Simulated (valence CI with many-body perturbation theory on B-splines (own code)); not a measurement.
**Questions on Zr X**

Computed by valence CI with perturbative core correlation (CI+MBPT): three valence electrons over a frozen Dirac-Fock core [Ar] 3d10, radial functions for each j: 11 s, 11 p, 9 d, 7 f, 5 g, 2 h, 1 i, with the one-electron correlation potential Σ1 (screened to all orders), the two-electron term Σ2, the three-electron term Σ3, Breit, model QED; selected single and double excitations, second order for the rest, scaled by the run's own slope (own B-spline code, finite nucleus).

No measured levels were compared; by estimate levels hold to about 250 cm⁻¹ or 0.2 % of their energy and the worst to 1 %, as in measured heavy ions of charge 2 to 7; those with d or f electrons hold less well.

Names give the largest LS component (configuration and term), which can be under half, so a name can repeat, a term be missing and a line seem to break the LS rules; names also repeat where a configuration has a term twice.

Rates and lifetimes use the calculated energies. Strong lines usually hold to 10 to 20 %, long lifetimes can be off by a factor of two.

What is the ground level?

4s²4p ²P°_1/2, composition 98 % 4s²4p ²P°, g = 0.665.

Name the longest-lived excited levels whose lifetime is computed, and their main decay.

4s²4p ²P°_3/2 at 2.466 eV lives 14.1 ms, mostly by M1 to 4s²4p ²P°_1/2. The lifetime of 4s4p4d ⁴F°_9/2 is too uncertain to give, and may be longer.

What are the static dipole polarisabilities of the lowest levels?

4s²4p ²P°_1/2 1.33; 4s²4p ²P°_3/2 1.36 (tensor 0.10) bohr³, of which the core gives 0.0832.

What is the ionisation energy?

172.59 eV; NIST lists 172.02 ± 0.05 eV (semi-empirical).

Where does the other parity begin?

At 4s4p² ⁴P_1/2, 20.682 eV.

How well does LS coupling describe the low levels?

Among the lowest 20 levels the leading LS term, summed over configurations, holds 88 % on average. For single configurations the figures are 84 % in LS and 74 % in jj coupling. Terms mix most in the J = 3/2 level at 51.990 eV, where the leading one holds 46 %.

Among levels below 97.375 eV, which E1 lines absorb most strongly from the ground level?

to 4s²4d ²D_3/2 at 28.05 nm, f = 1.13; to 4s4p² ²S_1/2 at 39.42 nm, f = 0.465; to 4s4p² ²P_3/2 at 35.73 nm, f = 0.222.
